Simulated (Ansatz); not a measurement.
Calculated with Ansatz (gas phase, PBE0-D4/def2-TZVP geometries, no zero-point term in ΔE). CBS: MP2 limit from def2 TZ/QZ plus the TZ coupled-cluster correction, frozen cores. Functionals use def2-TZVPP. One conformer a species, not always the lowest.

Reaction (ligand exchange at the Si–N bond): `[SiH3]NBS` + `C=C(S)Cl` → `C=C(Cl)S[SiH3]` + `NBS`

| level | ΔE (kcal/mol) |
| --- | --- |
| PBE-D4 | -5.3 |
| r2SCAN-D4 | -3.9 |
| PBE0-D4 | -4.7 |
| PBE | -4.7 |
| r2SCAN | -3.8 |
| PBE0 | -4.1 |
| CCSD(T)/def2-TZVPP | -2.1 |
| MP2/CBS(def2) | -3.7 |

**Question.** What does CCSD(T)/CBS give? (Estimate.)

**Answer.** The calculation gave: -2.9 kcal/mol. The listed levels differ from it by -2.4, -1.0, -1.8, -1.8, -0.9, -1.2, 0.8, -0.8 kcal/mol.

Largest T1 diagnostic among the species: 0.012.

In def2-TZVPP, CCSD(T) changes the Hartree–Fock value by −2.3 kcal/mol (the triples alone add −0.6 kcal/mol) and MP2 by −3.2 kcal/mol. The D4 term adds −1.1 kcal/mol with B3LYP and −0.6 kcal/mol with PBE0; it sums over pairs of atoms, weighted by their polarisabilities, and B3LYP, whose exchange is more repulsive, gets the larger term.

B3LYP here is the variant with VWN-RPA as its local correlation; programs differ in this.
